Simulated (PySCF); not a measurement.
CH2ClFO2Si, SMILES O([Si@H](Cl)F)C=O.

Geometry optimised at B3LYP-D3(BJ)/def2-SVP. The structure was generated by enumeration; whether it is a known compound was not checked. Other conformers were not sampled.

Method: TDDFT-ωB97X/def2-SVPD in PySCF.

Vertical excitations. Gas-phase values at a fixed geometry.

Computed excitation energies, oscillator strengths and character:
```
state  energy (eV)  λ (nm)      f                                                                   main pairs
-----  -----------  ------  -----  ---------------------------------------------------------------------------
S1            5.70     217  0.001                                                               HOMO→LUMO 85 %
S2            8.39     148  0.082                          HOMO−1→LUMO 42 %, HOMO−3→LUMO 26 %, HOMO−2→LUMO 9 %
S3            8.45     147  0.005       HOMO−4→LUMO 34 %, HOMO−5→LUMO 23 %, HOMO−2→LUMO 16 %, HOMO−3→LUMO 10 %
S4            8.90     139  0.086   HOMO−2→LUMO+1 21 %, HOMO→LUMO+1 12 %, HOMO−2→LUMO+2 11 %, HOMO−2→LUMO 11 %
S5            8.99     138  0.005        HOMO→LUMO+1 12 %, HOMO−2→LUMO 9 %, HOMO−1→LUMO 9 %, HOMO−1→LUMO+3 9 %
S6            9.13     136  0.038     HOMO−1→LUMO+1 23 %, HOMO−1→LUMO+2 10 %, HOMO−2→LUMO 9 %, HOMO→LUMO+3 7 %
S7            9.24     134  0.046      HOMO→LUMO+2 27 %, HOMO→LUMO+1 25 %, HOMO→LUMO+5 23 %, HOMO−2→LUMO+1 6 %
S8            9.50     131  0.011   HOMO−3→LUMO 19 %, HOMO−1→LUMO+1 15 %, HOMO−1→LUMO+2 14 %, HOMO−1→LUMO 13 %
S9            9.67     128  0.122                          HOMO→LUMO+4 40 %, HOMO→LUMO+5 17 %, HOMO→LUMO+1 7 %
S10           9.85     126  0.053                          HOMO→LUMO+3 38 %, HOMO−2→LUMO 13 %, HOMO→LUMO+2 7 %
T1            5.19     239      0                                                               HOMO→LUMO 83 %
T2            6.23     199      0                                           HOMO−3→LUMO 52 %, HOMO−1→LUMO 25 %
T3            8.06     154      0                         HOMO−4→LUMO 34 %, HOMO−5→LUMO 28 %, HOMO−2→LUMO 18 %
T4            8.31     149      0  HOMO−2→LUMO+1 18 %, HOMO−2→LUMO+2 12 %, HOMO−2→LUMO+3 10 %, HOMO→LUMO+1 8 %
```
Triplets are in the Tamm–Dancoff approximation, which puts them higher than full response would, so one can lie above its singlet here.
